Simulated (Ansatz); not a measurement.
Ansatz results at the PBE0-D4/def2-TZVP geometry: LUMO energy (PBE/def2-TZVPP) -1.62 eV; HOMO–LUMO gap (PBE0/def2-TZVPP) 5.19 eV; HOMO energy (B3LYP/def2-TZVPP) -5.63 eV.

Each molecule was computed in one conformer, which needn't be the lowest.

Task: Which molecule gave them?
A. `C[N](C)[Sc]1234([N](C)C)[C@@H]5[C@H]1[C@H]2[C@@]3(C)[C@@H]54`
B. `[NH2][Ti]1234([NH2])([NH2])[C@@H]5[C@H]1[C@H]2[C@]3([SiH3])[C@@H]54`
C. `CC[C@]12[C@H]3[C@H]4[C@H]5[C@@H]1[Sc]4532([CH3])[OH]`
D. `C[N](C)[Ti]1234([NH2])([NH2])[C@@H]5[C@H]1[C@H]2[C@@]3(C)[C@@H]54`

Result: D. The others give `CC[C@]12[C@H]3[C@H]4[C@H]5[C@@H]1[Sc]4532([CH3])[OH]`: -2.07, 5.30, -6.10; `C[N](C)[Sc]1234([N](C)C)[C@@H]5[C@H]1[C@H]2[C@@]3(C)[C@@H]54`: -1.97, 4.58, -5.45; `[NH2][Ti]1234([NH2])([NH2])[C@@H]5[C@H]1[C@H]2[C@]3([SiH3])[C@@H]54`: -1.70, 5.90, -6.41.

B3LYP here is the variant with VWN-RPA as its local correlation; programs differ in this.
